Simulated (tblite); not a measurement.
Run record: tight-binding relaxation, `CC(=O)[C@@H]1CCC(=S)C1`.

Computed with GFN2-xTB geometry optimisation, gas phase (tblite 0.8.0). Start geometry: from a force field or distance geometry. The input is one job of a driver script: a line of settings, then coordinates in Å.

Command:
```bash
OMP_NUM_THREADS=1 python probes_run.py task.json out
```

Input:
```
{"job": {"kind": "relax", "xc": "GFN2-xTB", "basis": "xTB"}, "charge": 0, "multiplicity": 1}
C      2.572500     0.379900    -0.600700
C      1.285000    -0.404500    -0.457600
O      1.081400    -1.404300    -1.138900
C      0.284800     0.101500     0.575000
C     -0.710300    -0.983200     1.037100
C     -1.849100    -0.946500     0.008400
C     -1.819200     0.497900    -0.415000
S     -3.047300     1.229500    -1.256500
C     -0.563600     1.218800     0.007700
H      2.329700     1.400600    -0.914400
H      3.098400     0.395700     0.349900
H      3.196900    -0.090800    -1.352700
H      0.860300     0.439700     1.458100
H     -1.099900    -0.721300     2.017200
H     -0.268700    -1.970800     1.104600
H     -2.801800    -1.236100     0.468500
H     -1.628000    -1.580100    -0.849200
H     -0.825900     1.944000     0.784800
H     -0.104900     1.739400    -0.833900
```

Output:
```
step      E/eV     max force
  0    -744.99510    1.845
  1    -745.07353    2.177
  2    -745.10862    0.592
  3    -745.12219    0.364
  4    -745.13338    0.235
  5    -745.13866    0.169
  6    -745.14083    0.123
  7    -745.14308    0.123
  8    -745.14538    0.161
  9    -745.14724    0.110
... (58 lines left out)
 68    -745.16386    0.023
 69    -745.16397    0.024
 70    -745.16408    0.016
 71    -745.16413    0.014
 72    -745.16416    0.013
 73    -745.16418    0.010
 74    -745.16420    0.012
 75    -745.16422    0.016
 76    -745.16424    0.014
 77    -745.16425    0.008
```

«max force» is the largest atomic force in eV/Å.

Question: From which step on does the largest force stay under 0.1 eV/Å, and how much energy is left to gain from there?

Answer: From step 10 (0.074 eV/Å), 15.9 meV above the end.

In short: energy lowered by 3.9 kcal/mol over 77 steps; largest atomic force 0.008 eV/Å at the end.

The run took 0.55 s of wall time on an Arm Neoverse V1 with one thread, no GPU, on a shared host.
Labels such as C1 count atoms from 1, the log's own numbers from 0.
